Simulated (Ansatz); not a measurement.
Ideal-gas functions of `F[SiH2]O[SiH3]` at 500 K and 1 bar, from an Ansatz frequency run at PBE0-D4/def2-TZVP.

Molar mass 96.21 g/mol, point group C1 (symmetry number 1), electronic degeneracy 1, moments of inertia 40.289, 236.925, 261.757 u Å². Harmonic wavenumbers (cm⁻¹, unscaled): 38, 44, 83, 320, 602, 696, 728, 735, 755, 878, 938, 954, 957, 974, 999, 1149, 2228, 2244, 2249, 2257, 2278.

Use S(trans) = R[1.5 ln M + 2.5 ln T − 1.1517]; rotational temperatures θ = 24.2544 K / I; S(rot) = R[ln(√π/σ · √(T³/θAθBθC)) + 1.5]; for each mode x = 1.438777 ν̃/T, S = R[x/(eˣ − 1) − ln(1 − e⁻ˣ)] and H = RT x/(eˣ − 1); 1 cm⁻¹ = 0.0119627 kJ/mol; R = 8.31446 J/(mol·K).

Question: By hand: the entropy, in J/(mol·K).

Answer: Translation 176.6. Rotation: θ = 0.602, 0.1024, 0.0927 K, giving 116.2. Vibration, mode by mode: 26.72, 25.50, 20.24, 9.29, 4.71, 3.80, 3.54, 3.48, 3.33, 2.52, 2.20, 2.12, 2.10, 2.02, 1.91, 1.36, 0.10, 0.10, 0.10, 0.09, 0.09, in all 115.3. Electronic 0.0. Sum 408.1 J/(mol·K).

Question: By hand: H − E and G − E in kJ/mol, counted from the electronic energy.

Answer: Zero-point energy ½ × 22106 × 0.0119627 = 132.2; thermal vibration 26.0; translation, rotation and pV give 4 RT = 16.6. H − E = 174.8 kJ/mol, and G − E = 174.8 − 500 × 408.1/1000 = -29.3 kJ/mol.

Vibration gives 28 % of the entropy, 72.5 J/(mol·K) of it from the modes under 150 cm⁻¹: soft modes count most, and the harmonic formula is weakest for them. The sum counts one conformer and one mirror image; others add a mixing term.
